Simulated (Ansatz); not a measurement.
One change: `C[SiH](S)CF` becomes `C[SiH](F)S`.

Ansatz, PBE0-D4/def2-TZVP geometries, multiplicity 1. Each molecule was computed in one conformer, which needn't be the lowest.

| property | `C[SiH](S)CF` |
| --- | --- |
| HOMO energy (ωB97M-V/def2-TZVPP) / eV | -9.67 |
| HOMO–LUMO gap (PBE/def2-TZVPP) / eV | 5.63 |
| ideal-gas entropy at 298 K and 1 bar (rigid rotor, harmonic PBE0-D4/def2-TZVP) / J/(mol·K) | 370 |
| HOMO–LUMO gap (PBE0/def2-TZVPP) / eV | 7.78 |
| HOMO–LUMO gap (ωB97M-V/def2-TZVPP) / eV | 11.66 |
| LUMO energy (PBE0/def2-TZVPP) / eV | 0.31 |

Problem. Give the same properties after the change, and the shifts. (An estimate is asked.)

Solution. Computed: 
```json
{"property": "HOMO energy (ωB97M-V/def2-TZVPP) / eV", "`C[SiH](F)S`": "-10.01", "shift": "-0.34"}
{"property": "HOMO–LUMO gap (PBE/def2-TZVPP) / eV", "`C[SiH](F)S`": "5.94", "shift": "0.31"}
{"property": "ideal-gas entropy at 298 K and 1 bar (rigid rotor, harmonic PBE0-D4/def2-TZVP) / J/(mol·K)", "`C[SiH](F)S`": "330", "shift": "-40"}
{"property": "HOMO–LUMO gap (PBE0/def2-TZVPP) / eV", "`C[SiH](F)S`": "8.13", "shift": "0.35"}
{"property": "HOMO–LUMO gap (ωB97M-V/def2-TZVPP) / eV", "`C[SiH](F)S`": "12.14", "shift": "0.48"}
{"property": "LUMO energy (PBE0/def2-TZVPP) / eV", "`C[SiH](F)S`": "0.34", "shift": "0.03"}
```

The zero-point energy changes by -70.8 kJ/mol with -9 modes.
